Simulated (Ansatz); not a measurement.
`C#C[SiH](F)Cl` + H–F → `F[SiH](F)Cl` + acetylene at 600 K and 1 bar (ligand exchange at the Si–C bond).

Computed with Ansatz on PBE0-D4/def2-TZVP structures; ΔE is electronic, products minus reactants. CCSD(T)/CBS is the MP2 limit (def2-TZVPP, def2-QZVPP) plus CCSD(T) − MP2 in def2-TZVPP, frozen cores. This one scheme is used for every species.

```json
{"species": "`C#C[SiH](F)Cl`", "CCSD(T)/CBS energy (Eh)": "-926.02177", "H − E (kJ/mol)": "137.7", "S (J/(mol·K))": "405.2"}
{"species": "H–F", "CCSD(T)/CBS energy (Eh)": "-100.39570", "H − E (kJ/mol)": "42.3", "S (J/(mol·K))": "194.0"}
{"species": "`F[SiH](F)Cl`", "CCSD(T)/CBS energy (Eh)": "-949.23245", "H − E (kJ/mol)": "82.4", "S (J/(mol·K))": "354.3"}
{"species": "`C#C`", "CCSD(T)/CBS energy (Eh)": "-77.22717", "H − E (kJ/mol)": "96.2", "S (J/(mol·K))": "235.4"}
```

H − E and S are ideal-gas, rigid-rotor, harmonic terms from PBE0-D4/def2-TZVP, for one conformer and one mirror image of each species. 1 Eh = 2625.50 kJ/mol, R = 8.31446 J/(mol·K).

Problem. By hand: ΔE, ΔH, ΔS and ΔG.

Solution. ΔE = (-949.23245) + (-77.22717) − (-926.02177) − (-100.39570) = -0.04215 Eh = -110.7 kJ/mol. Δ(H − E) = 82.4 + 96.2 − 137.7 − 42.3 = -1.4, so ΔH = -112.1 kJ/mol. ΔS = 354.3 + 235.4 − 405.2 − 194.0 = -9.5 J/(mol·K). ΔG = -112.1 − 600 × (-9.5)/1000 = -106.4 kJ/mol.

Problem. By hand: the equilibrium constant, and the temperature at which ΔG would vanish if ΔH and ΔS stayed fixed.

Solution. log₁₀ K = −ΔG/(RT ln 10) = 9.3. ΔG = 0 at ΔH/ΔS = 11800 K, far beyond where these terms or the molecules hold.

The number of gas molecules stays the same, so ΔS is small and ΔH decides. A doubt of 5 kJ/mol in ΔE shifts log₁₀ K by 0.4 here. Other conformers and mirror images would add mixing entropy, several J/(mol·K) or more a flexible species. These are equilibria of isolated gas molecules and say nothing of rates. Largest T1 diagnostic: 0.013 (customary marks: 0.02 for closed shells, 0.045 for open ones).
